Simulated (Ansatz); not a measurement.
Consider the isomerisation: `[CH3][GaH]/[N]=C\[SiH3]` → `C[N]1C[SiH2][GaH]1`.

Computed with Ansatz on PBE0-D4/def2-TZVP structures; ΔE is electronic, products minus reactants. CCSD(T)/CBS adds triple-zeta CCSD(T) − MP2 to the extrapolated MP2 energy (def2 sets, frozen cores). DFT in def2-TZVPP. B3LYP here is the variant with VWN-RPA as its local correlation; programs differ in this. For Ga outer-core shells are correlated without core-valence functions, which leaves a few kJ/mol of doubt a bond. Scalar relativity is left out up to krypton. One conformer a species, not always the lowest.

| species | B3LYP energy (Eh) |
| --- | --- |
| `[CH3][GaH]/[N]=C\[SiH3]` | -2350.23970 |
| `C[N]1C[SiH2][GaH]1` | -2350.24266 |

Work out ΔE.

ΔE = (-2350.24266) − (-2350.23970) = -0.00296 Eh = -1.9 kcal/mol. CCSD(T)/CBS gives -5.7 kcal/mol.

Largest T1 diagnostic among the species: 0.017.

The D4 term adds −1.5 kcal/mol with B3LYP and −0.7 kcal/mol with PBE0; it sums over pairs of atoms, weighted by their polarisabilities, and B3LYP, whose exchange is more repulsive, gets the larger term. In def2-TZVPP, CCSD(T) changes the Hartree–Fock value by −8.8 kcal/mol (the triples alone add −0.7 kcal/mol) and MP2 by −10.4 kcal/mol. From PBE to PBE0 (25 % exact exchange), in def2-TZVPP and without D4, ΔE moves by −1.4 kcal/mol.
